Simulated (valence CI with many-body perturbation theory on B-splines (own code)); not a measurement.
Values are calculated unless marked as measured or tabulated.
Hyperfine factors and g values of Tl40+

Method: valence CI with perturbative core correlation (CI+MBPT): five valence electrons over a frozen Dirac-Fock core [Kr], radial functions for each j: 7 s, 7 p, 8 d, 6 f, 4 g, 1 h, with the one-electron correlation potential Σ1 (screened to all orders), the two-electron term Σ2, the three-electron term Σ3, Breit, model QED; selected single and double excitations, second order for the rest, scaled by the run's own slope (own B-spline code, finite nucleus).

No measured spectrum was set against this ion. As an estimate, large intervals hold to a few tenths of a per cent, small ones and those within an open d or f shell to about a per cent. The list stops below the first excitations out of the core.

A/g_I is the dipole constant over the nuclear g factor μ/I (μ in nuclear magnetons, uniformly magnetised nucleus), B/Q the quadrupole constant per barn. Both hold the static response of the core; the bare values leave it out. Large factors of s and p1/2 electrons are usually good to 5 to 10 %; those of open d and f shells near neutrality can be off by tens of per cent, and small factors of p3/2, d and f electrons come from cancelling terms and can be off by a factor of two or in sign, in half-filled shells by more. B is blank for J = 1/2, where it vanishes, and for nearly pure S terms. Energies count from the lowest level.

Levels are named by their leading jj configuration (3d3/2^4 stands for four electrons in 3d with j = 3/2), which in mixed levels can hold well under half, so a name can repeat and another be missing. Letters in brackets count levels of one name in rising energy.

| Level | E (cm⁻¹) | g | A/g_I (MHz) | A/g_I bare | B/Q (MHz/b) | B/Q bare |
| --- | --- | --- | --- | --- | --- | --- |
| (4d3/2^4 4d5/2) J=5/2 | 0 | 1.295 | 12300 | 13100 | 25700 | 24700 |
| (4d3/2^3 4d5/2^2) J=5/2 [a] | 186660 | 1.341 | 7020 | 7900 | 9730 | 9310 |
| (4d3/2^3 4d5/2^2) J=7/2 [a] | 228680 | 1.167 | 15200 | 15500 | 30800 | 29700 |
| (4d3/2^3 4d5/2^2) J=3/2 [a] | 233860 | 1.161 | 19600 | 19900 | 23900 | 23100 |
| (4d3/2^3 4d5/2^2) J=11/2 | 237600 | 1.106 | 20100 | 20200 | -1840 | -1950 |
| (4d3/2^3 4d5/2^2) J=9/2 | 253150 | 1.138 | 17900 | 18000 | 29300 | 28200 |
| (4d3/2^3 4d5/2^2) J=5/2 [b] | 264470 | 1.132 | 18600 | 18800 | -1460 | -1370 |
| (4d3/2^3 4d5/2^2) J=1/2 | 275190 | 1.782 | -12000 | -9570 |  |  |
| (4d3/2^3 4d5/2^2) J=7/2 [b] | 280080 | 1.073 | 22200 | 22200 | -33400 | -32200 |
| (4d3/2^3 4d5/2^2) J=3/2 [b] | 337530 | 0.795 | 35800 | 34800 | -30800 | -29700 |
| (4d3/2^2 4d5/2^3) J=5/2 [a] | 412480 | 1.311 | 5430 | 6210 | 1700 | 1650 |
| (4d3/2^2 4d5/2^3) J=7/2 [a] | 442600 | 1.214 | 13000 | 13400 | -1450 | -1400 |
| (4d3/2^2 4d5/2^3) J=11/2 | 448300 | 1.092 | 19700 | 19700 | 528 | 528 |
| (4d3/2^2 4d5/2^3) J=9/2 [a] | 453540 | 1.146 | 16900 | 17100 | -3080 | -2980 |
| (4d3/2^2 4d5/2^3) J=1/2 [a] | 465250 | 0.469 | 57300 | 55200 |  |  |
| (4d3/2^2 4d5/2^3) J=13/2 | 469450 | 1.072 | 21300 | 21200 | -15.0 | -0.123 |
| (4d3/2^2 4d5/2^3) J=3/2 [a] | 473100 | 1.173 | 16300 | 16600 | 629 | 585 |
| (4d3/2^2 4d5/2^3) J=5/2 [b] | 476420 | 1.020 | 23900 | 23700 | -3290 | -3150 |
| (4d3/2^2 4d5/2^3) J=9/2 [b] | 498280 | 1.107 | 19200 | 19200 | 853 | 826 |
| (4d3/2^2 4d5/2^3) J=7/2 [b] | 504970 | 0.987 | 26200 | 25900 | -1350 | -1300 |
| (4d3/2^2 4d5/2^3) J=5/2 [c] | 509730 | 1.052 | 22100 | 22000 | 3050 | 2910 |
| (4d3/2^2 4d5/2^3) J=3/2 [b] | 512080 | 0.859 | 32800 | 32000 | 2360 | 2320 |
| (4d3/2^2 4d5/2^3) J=1/2 [b] | 532020 | 1.766 | -15500 | -13100 |  |  |
| (4d3/2^2 4d5/2^3) J=7/2 [c] | 535060 | 1.036 | 23600 | 23500 | 1390 | 1330 |
| (4d3/2^2 4d5/2^3) J=9/2 [c] | 564030 | 1.105 | 19300 | 19400 | 9610 | 9320 |
| (4d3/2^2 4d5/2^3) J=3/2 [c] | 612240 | 1.186 | 15200 | 15500 | -7770 | -7540 |
| (4d3/2^2 4d5/2^3) J=5/2 [d] | 625720 | 1.192 | 15000 | 15400 | 6670 | 6460 |
| (4d3/2 4d5/2^4) J=5/2 [a] | 674000 | 1.230 | 8830 | 9320 | -11400 | -10900 |
| (4d3/2 4d5/2^4) J=7/2 [a] | 705470 | 1.188 | 14600 | 15000 | -34800 | -33600 |
| (4d3/2 4d5/2^4) J=3/2 [a] | 714950 | 0.993 | 22200 | 21800 | -25100 | -24200 |
| (4d3/2 4d5/2^4) J=11/2 | 715180 | 1.073 | 20600 | 20600 | 1450 | 1590 |
| (4d3/2 4d5/2^4) J=9/2 | 736650 | 1.117 | 18200 | 18300 | -36600 | -35300 |
| (4d3/2 4d5/2^4) J=5/2 [b] | 751610 | 1.111 | 18500 | 18600 | 5640 | 5450 |
| (4d3/2 4d5/2^4) J=7/2 [b] | 762660 | 1.014 | 23500 | 23200 | 38900 | 37600 |
| (4d3/2 4d5/2^4) J=1/2 | 786150 | 1.298 | -5760 | -5030 |  |  |
| (4d3/2 4d5/2^4) J=3/2 [b] | 842850 | 0.863 | 34900 | 34100 | 36800 | 35600 |
| (4d5/2^5) J=5/2 | 964600 | 1.156 | 14500 | 14700 | -36200 | -34900 |

(1) Take the isotope of mass number 205, with I = 1/2, μ = 1.632 μN. What is the hyperfine structure of (4d3/2^4 4d5/2) J=5/2?

## Answers

(1) From the table A = 40300 MHz. Shifts from the centre of gravity in MHz: F = 2: -70500, F = 3: 50400.
